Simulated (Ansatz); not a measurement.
One change: `C/C=C(\F)SC` becomes `C/C=C(\F)[SiH3]`.

Ansatz, PBE0-D4/def2-TZVP geometries, multiplicity 1. Each molecule was computed in one conformer, which needn't be the lowest.

```csv
property,`C/C=C(\F)SC`
size of the dipole moment (ωB97M-V/def2-TZVPP) / D,1.23
HOMO–LUMO gap (PBE0/def2-TZVPP) / eV,6.51
HOMO energy (ωB97M-V/def2-TZVPP) / eV,-8.66
HOMO–LUMO gap (PBE/def2-TZVPP) / eV,4.40
LUMO energy (PBE/def2-TZVPP) / eV,-0.95
LUMO energy (B3LYP/def2-TZVPP) / eV,-0.22
```

Q: Give the same properties after the change, and the shifts. (An estimate is asked.)

A: The calculation gave: 
```csv
property,`C/C=C(\F)[SiH3]`,shift
size of the dipole moment (ωB97M-V/def2-TZVPP) / D,1.50,0.27
HOMO–LUMO gap (PBE0/def2-TZVPP) / eV,7.25,0.74
HOMO energy (ωB97M-V/def2-TZVPP) / eV,-9.56,-0.90
HOMO–LUMO gap (PBE/def2-TZVPP) / eV,5.08,0.68
LUMO energy (PBE/def2-TZVPP) / eV,-1.07,-0.12
LUMO energy (B3LYP/def2-TZVPP) / eV,-0.32,-0.10
```

With PBE0 the HOMO falls by 0.85 eV and the LUMO falls by 0.11 eV, so the gap widens by about 0.74 eV. PBE moves the HOMO by -0.81 eV and ωB97M-V by -0.90 eV. Dipoles are sizes alone; their direction can turn.

B3LYP here is the variant with VWN-RPA as its local correlation; programs differ in this.
